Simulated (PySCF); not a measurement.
Molecule: SMILES FC(F)Oc1ccsc1[S-], [C$_{5}$H$_{3}$F$_{2}$OS$_{2}$]-.

Geometry (Å), atoms numbered from 1 in this order:
```xyz
13

F     2.6300   -0.5416   -0.8366
C     2.0448   -0.3660    0.4064
F     2.9028   -0.9935    1.2474
O     0.8573   -0.9662    0.4730
C    -0.2711   -0.1806    0.1351
C    -1.2696   -0.7463   -0.6831
C    -2.3239    0.0809   -0.8866
S    -2.1000    1.6006   -0.0818
C    -0.5246    1.1016    0.5788
S     0.3990    2.1242    1.5433
H     2.0527    0.7138    0.6251
H    -1.1840   -1.7409   -1.0856
H    -3.2178   -0.0854   -1.4532
```

Total charge -1.

Frames of a GFN2-xTB Langevin trajectory at 400 K; GIAO PBE0/pcSseg-1 shieldings in PySCF, gas phase, non-relativistic; equivalent atoms averaged within each frame.

Chemical shifts δ = σref − σ; CFCl3 for $^{19}$F (170.95 ppm); TMS for $^{13}$C (186.93 ppm), $^{1}$H (31.72 ppm); H2O for $^{17}$O (336.08 ppm); $^{33}$S (503.73 ppm) against CS2, all at this level. The references are static minima.

**Question.** How do the shifts (ppm) fluctuate along the trajectory?

**Answer.** 
| time (fs) | F1/F3 | C9 | C5 | C6 | C2 | C7 | O4 | S8 | S10 | H11 |
| --- | --- | --- | --- | --- | --- | --- | --- | --- | --- | --- |
| 250 | -98.1 | 170.8 | 143.0 | 130.0 | 123.6 | 115.4 | 159.5 | 237 | 16 | 11.95 |
| 425 | -103.6 | 184.3 | 158.4 | 125.8 | 121.5 | 110.7 | 142.5 | 293 | 47 | 7.41 |
| 625 | -111.2 | 170.2 | 145.1 | 128.2 | 123.5 | 118.8 | 150.0 | 279 | -24 | 8.16 |
| 800 | -91.5 | 170.7 | 149.3 | 129.5 | 133.0 | 108.2 | 172.3 | 273 | -25 | 7.44 |
| 1000 | -104.0 | 168.3 | 143.7 | 122.5 | 116.1 | 114.4 | 144.9 | 264 | 26 | 11.51 |
| mean of frames | -101.7 | 172.8 | 147.9 | 127.2 | 123.6 | 113.5 | 153.8 | 269 | 8 | 9.29 |
| standard deviation | 7.3 | 6.5 | 6.4 | 3.1 | 6.1 | 4.1 | 12.2 | 21 | 32 | 2.25 |

5 frames give an uncertainty of the mean of about the standard deviation over 2.2 at best, since frames this close in time may not be independent; classical motion lacks zero-point vibration, and the reference would need the same averaging.
